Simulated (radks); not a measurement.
All-electron atom: Pb4.5+ in [Xe] 4f14 6s(up 0.5, down 0.5) 5d(up 4.25, down 4.25) (fractional occupations, a model configuration).

All-electron calculation, scalar-relativistic Kohn-Sham, SCAN, spin-polarised, spherical densities, finite nucleus; meta-GGA in the generalised Kohn-Sham scheme; Fermi nuclear charge, rms radius 5.5012 fm. Program: a radial shooting solver on a logarithmic mesh with Libxc functionals.

Energy parts (eV):
total: -568008.01
kinetic: 641603.09
electron-nucleus: -1413515.26
Hartree: 214407.85
exchange-correlation: -10503.70

Orbitals (lengths in bohr, moments of r in powers of bohr; r(max) is where P^2 peaks):
[
 {"orbital": "1s", "occ.": "2", "eigenvalue (eV)": "-88235.31", "<r^4>": "3.540e-07", "r(max)": "0.009845", "<1/r>": "101.3"},
 {"orbital": "2s", "occ.": "2", "eigenvalue (eV)": "-15858.90", "<r^4>": "0.00005101", "r(max)": "0.05711", "<1/r>": "23.81"},
 {"orbital": "2p", "occ.": "6", "eigenvalue (eV)": "-13611.25", "<r^4>": "0.00004238", "r(max)": "0.04761", "<1/r>": "20.91"},
 {"orbital": "3s", "occ.": "2", "eigenvalue (eV)": "-3863.133", "<r^4>": "0.001826", "r(max)": "0.1610", "<1/r>": "8.831"},
 {"orbital": "3p", "occ.": "6", "eigenvalue (eV)": "-3215.106", "<r^4>": "0.002042", "r(max)": "0.1611", "<1/r>": "7.985"},
 {"orbital": "3d", "occ.": "10", "eigenvalue (eV)": "-2551.710", "<r^4>": "0.001574", "r(max)": "0.1316", "<1/r>": "7.485"},
 {"orbital": "4s", "occ.": "2", "eigenvalue (eV)": "-924.6741", "<r^4>": "0.03981", "r(max)": "0.3623", "<1/r>": "3.796"},
 {"orbital": "4p", "occ.": "6", "eigenvalue (eV)": "-711.3280", "<r^4>": "0.05344", "r(max)": "0.3821", "<1/r>": "3.416"},
 {"orbital": "4d", "occ.": "10", "eigenvalue (eV)": "-463.1309", "<r^4>": "0.07209", "r(max)": "0.3883", "<1/r>": "3.071"},
 {"orbital": "4f", "occ.": "14", "eigenvalue (eV)": "-190.1828", "<r^4>": "0.1179", "r(max)": "0.3502", "<1/r>": "2.677"},
 {"orbital": "5s", "occ.": "2", "eigenvalue (eV)": "-201.7416", "<r^4>": "0.9425", "r(max)": "0.7876", "<1/r>": "1.597"},
 {"orbital": "5p", "occ.": "6", "eigenvalue (eV)": "-142.2225", "<r^4>": "1.621", "r(max)": "0.8802", "<1/r>": "1.377"},
 {"orbital": "5d", "occ.": "8.5", "eigenvalue (eV)": "-73.8566", "<r^4>": "4.601", "r(max)": "1.048", "<1/r>": "1.067"},
 {"orbital": "6s", "occ.": "1", "eigenvalue (eV)": "-56.0829", "<r^4>": "24.62", "r(max)": "1.784", "<1/r>": "0.6652"}
]

The highest occupied level is 6s at -56.083 eV. The density falls to 0.001 e/bohr^3 at r = 3.16 bohr.
